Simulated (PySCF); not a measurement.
**Relaxation of doublet GeH₃**

Computed with PySCF, UPBE0, basis Ge def2-TZVP, H def2-TZVP (no relativity, density fitting). A (50,194) grid was used.

A start displaced from a saddle point along its imaginary mode, of C3v symmetry, held to at least that symmetry:

```xyz
4
charge 0 multiplicity 2, angstrom
Ge    0.0000   -0.0049    0.0000
H     0.0000    0.1200    1.5177
H     1.3144    0.1200   -0.7588
H    -1.3144    0.1200   -0.7588
```

Task: What does it relax to?

Result: It ends at C3v with Ge–H 1.539 Å (×3); H–Ge–H 111.2° (×3). A frequency run shows a minimum.

Task: How much energy is released, and in how many steps?

Result: 16.9 kJ/mol in 5 steps.

The relaxation took 5.6 s on 2 threads of a shared Arm Neoverse V2 host, with 66 basis functions and 7 gradients; the process peaked at 0.82 GiB.
